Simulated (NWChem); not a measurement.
System: CH$_{3}$IOZn; SMILES C[O][Zn][I]

Excerpt of the output:

```
             Northwest Computational Chemistry Package (NWChem) 7.3.0
             --------------------------------------------------------

 C1  symmetry detected

                             Geometry "geometry" -> ""
                             -------------------------

 Output coordinates in angstroms (scale by  1.889725989 to convert to a.u.)

  No.       Tag          Charge          X              Y              Z
 ---- ---------------- ---------- -------------- -------------- --------------
    1 Zn                  30.0000     0.13371587     0.88770319     0.00057154
    2 I                   53.0000    -0.03295669    -1.53607810    -0.00013115
    3 O                    8.0000     0.44888776     2.64724310    -0.00109881
    4 C                    6.0000    -0.55680901     3.62927980    -0.00026123
    5 H                    1.0000    -1.22543518     3.59229425     0.89535144
    6 H                    1.0000    -0.07301590     4.63330154     0.00772531
    7 H                    1.0000    -1.21656833     3.60182407    -0.90291405

 Effective nuclear repulsion energy (a.u.)     599.6136707988

                                 NWChem DFT Module
                                 -----------------

 Summary of "ao basis" -> "ao basis" (spherical)
 ------------------------------------------------------------------------------
       Tag                 Description            Shells   Functions and Types
 ---------------- ------------------------------  ------  ---------------------
 Zn                         def2-svp                11       31   5s3p2d1f
 I                          def2-svp                10       26   4s4p2d
 O                          def2-svp                 6       14   3s2p1d
 C                          def2-svp                 6       14   3s2p1d
 H                          def2-svp                 3        5   2s1p

            General Information
            -------------------
          SCF calculation type: DFT
          Wavefunction type:  closed shell.
          No. of atoms     :     7
          No. of electrons :    72
           Alpha electrons :    36
            Beta electrons :    36
          Charge           :     0
          Spin multiplicity:     1
          Use of symmetry is: off; symmetry adaption is: off
          Maximum number of iterations: 150
          AO basis - number of functions:   100
                     number of shells:    42
          Convergence on energy requested:  1.00D-06
          Convergence on density requested:  1.00D-05
          Convergence on gradient requested:  5.00D-04

              XC Information
              --------------
                         B3LYP Method XC Potential
                     Hartree-Fock (Exact) Exchange  0.200
                        Slater Exchange Functional  0.800 local
                    Becke 1988 Exchange Functional  0.720 non-local
              Lee-Yang-Parr Correlation Functional  0.810
                  VWN I RPA Correlation Functional  0.190 local

             Grid Information
             ----------------
          Grid used for XC integration:  medium
          Radial quadrature: Mura-Knowles
          Angular quadrature: Lebedev.
          Tag              B.-S. Rad. Rad. Pts. Rad. Cut. Ang. Pts.
          ---              ---------- --------- --------- ---------
          Zn                  1.35      112          10.0       590
          I                   1.40      123          14.0       590
          O                   0.60       49          11.0       434
          C                   0.70       49          13.0       434
          H                   0.35       45          14.0       434
          Grid pruning is: on
          Number of quadrature shells:   468
          Spatial weights used:  Erf1

      Superposition of Atomic Density Guess
      -------------------------------------

 Sum of atomic energies:       -2238.50240122

      Non-variational initial energy
      ------------------------------

 Total energy =   -2189.126001
 1-e energy   =   -3881.676427
 2-e energy   =    1329.117870
 HOMO         =      -0.355318
 LUMO         =      -0.056140

   convergence    iter        energy       DeltaE   RMS-Dens  Diis-err
 ---------------- ----- ----------------- --------- --------- ---------
 d= 0,ls=0.0,diis     1  -2191.9934182943 -2.56D+03  2.08D-02  6.50D-01
 d= 0,ls=0.0,diis     2  -2191.7702744876  2.23D-01  1.30D-02  2.92D+00
 d= 0,ls=0.0,diis     3  -2192.0781755599 -3.08D-01  2.52D-03  4.62D-02
 d= 0,ls=0.0,diis     4  -2192.0820772121 -3.90D-03  9.81D-04  1.19D-02
 d= 0,ls=0.0,diis     5  -2192.0837259111 -1.65D-03  1.12D-04  9.01D-05
  Resetting Diis
 d= 0,ls=0.0,diis     6  -2192.0837364453 -1.05D-05  3.12D-05  8.85D-06
 d= 0,ls=0.0,diis     7  -2192.0837376582 -1.21D-06  1.77D-05  7.92D-07
 d= 0,ls=0.0,diis     8  -2192.0837375920  6.62D-08  9.56D-06  1.36D-06

         Total DFT energy =    -2192.083737592037
      One electron energy =    -3881.197393669897
           Coulomb energy =     1434.371873140961
    Exchange-Corr. energy =     -108.690773749124
 Nuclear repulsion energy =      363.432556686023

 Numeric. integr. density =       72.000001758397

                       DFT Final Molecular Orbital Analysis
                       ------------------------------------

 Vector   34  Occ=2.000000D+00  E=-2.764985D-01
              MO Center= -1.1D-02, -6.1D-01, -6.1D-04, r^2= 4.8D+00
   Bfn.  Coefficient  Atom+Function         Bfn.  Coefficient  Atom+Function
  ----- ------------  ---------------      ----- ------------  ---------------
    44      0.527907  2 I  pz                47      0.484415  2 I  pz
    63      0.231182  3 O  pz                41     -0.216471  2 I  pz
    38     -0.175237  2 I  pz                66      0.174871  3 O  pz
    14      0.151326  1 Zn pz                96      0.093747  7 H  s
    86     -0.092760  5 H  s                 77     -0.086020  4 C  pz

[...]
```

Level: B3LYP/def2-SVP with def2 effective core potentials on I, vertical spin-unrestricted ions. Coordinates come from a PBE-D3(BJ)/def2-SVP optimisation. B3LYP is NWChem's, with the RPA form of VWN correlation. def2 effective core potentials on I; no spin-orbit coupling.

Which NWChem input produces such a log?

Several could match; the one computed here: the input that was run:
```
start job
memory heap 200 mb stack 900 mb global 1100 mb
geometry units angstroms noautoz
  Zn     0.269844     0.824845     0.003613
  I     -0.610995    -1.439343    -0.004832
  O      1.094648     2.410701     0.012325
  C      0.427308     3.647625    -0.010016
  H     -0.243163     3.816647     0.868876
  H      1.187811     4.462093     0.011345
  H     -0.188963     3.812562    -0.928615
end
basis spherical
  Zn library def2-svp
  I library def2-svp
  O library def2-svp
  C library def2-svp
  H library def2-svp
end
ecp
  I library def2-ecp
end
dft
  xc b3lyp
  iterations 150
  vectors input atomic output neutral.movecs
end
task dft energy
charge 1
dft
  odft
  mult 2
  vectors input atomic output cation.movecs
end
task dft energy
```
